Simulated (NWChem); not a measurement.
# SiNH$_{3}$F$_{2}$; SMILES N[SiH](F)F

```xyz
7

Si     0.3146     0.0730     0.0049
N     -0.0961    -1.5660    -0.0998
F     -0.0954     0.8067    -1.3721
F     -0.5073     0.8915     1.1323
H      1.7539     0.2276     0.2886
H     -1.0070    -1.8910    -0.4012
H      0.4202    -2.2735     0.4075
```
Atoms are numbered in this order, from 1.

Level: PBE0/def2-SVP (NWChem), optimised geometry, unscaled harmonic frequencies. 

List the harmonic frequencies with IR intensities, and the thermochemistry.


| frequency (cm⁻¹) | IR intensity (km/mol) |
|---|---|
| 105 | 14.5 |
| 267 | 88.7 |
| 322 | 57.9 |
| 352 | 84.0 |
| 362 | 44.8 |
| 723 | 34.1 |
| 823 | 27.5 |
| 839 | 49.6 |
| 893 | 38.4 |
| 966 | 242.2 |
| 995 | 279.9 |
| 1532 | 76.8 |
| 2340 | 106.2 |
| 3632 | 54.7 |
| 3736 | 64.8 |

```yaml
zero_point_energy: 25.6 kcal/mol
thermal correction to the enthalpy at 298.15 K (with zero-point energy): 29.6 kcal/mol
heat capacity Cv: 17.8 cal/(mol K)
entropy at 298.15 K and 1 atm (symmetry number 1): 73.7 cal/(mol K)
dipole_moment: 2.85 D
```

Rigid rotor and harmonic oscillator.
